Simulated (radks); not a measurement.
Problem. W+, 73 electrons, occupied as [Xe] 4f14 5d3.75 6s1.25 (fractional occupations, a model configuration). Calculated with a radial shooting solver on a logarithmic mesh with Libxc functionals: Dirac Kohn-Sham, LDA (Slater exchange, Perdew-Wang correlation), spin-unpolarised, spherical densities, finite nucleus; open shells are shared between the two j in proportion to 2j + 1; Fermi nuclear charge, rms radius 5.3658 fm. Some entries of the table are withheld. Estimate them.

orbital,occ.,eigenvalue (eV),<r> (bohr)
1s1/2,2,-69321.75,0.01836
2s1/2,2,-11965.52,0.07700
2p1/2,2,-11449.34,0.06367
2p3/2,4,-10098.16,0.07163
3s1/2,2,-2761.403,0.2008
3p1/2,2,(1),(2)
3p3/2,4,(3),(4)
3d3/2,4,-1846.542,(5)
3d5/2,6,-1782.960,(6)
4s1/2,2,-575.4568,0.4497
4p1/2,2,-479.5223,0.4547
4p3/2,4,-411.5930,0.4882
4d3/2,4,(7),(8)
4d5/2,6,(9),(10)
5s1/2,2,-87.2788,1.067
5p1/2,2,-58.7251,1.175
5p3/2,4,-48.7818,1.280
4f5/2,6,-42.8403,(11)
4f7/2,8,-40.5983,(12)
5d3/2,1.5,-12.9013,1.906
6s1/2,1.25,-12.6934,2.925
5d5/2,2.25,-12.1010,1.976

Solution. 
(1) 3p1/2 eigenvalue (eV): -2530.302
(2) 3p1/2 <r> (bohr): 0.1907
(3) 3p3/2 eigenvalue (eV): -2238.212
(4) 3p3/2 <r> (bohr): 0.2054
(5) 3d3/2 <r> (bohr): 0.1797
(6) 3d5/2 <r> (bohr): 0.1843
(7) 4d3/2 eigenvalue (eV): -253.4427
(8) 4d3/2 <r> (bohr): 0.5050
(9) 4d5/2 eigenvalue (eV): -240.9240
(10) 4d5/2 <r> (bohr): 0.5165
(11) 4f5/2 <r> (bohr): 0.6027
(12) 4f7/2 <r> (bohr): 0.6124
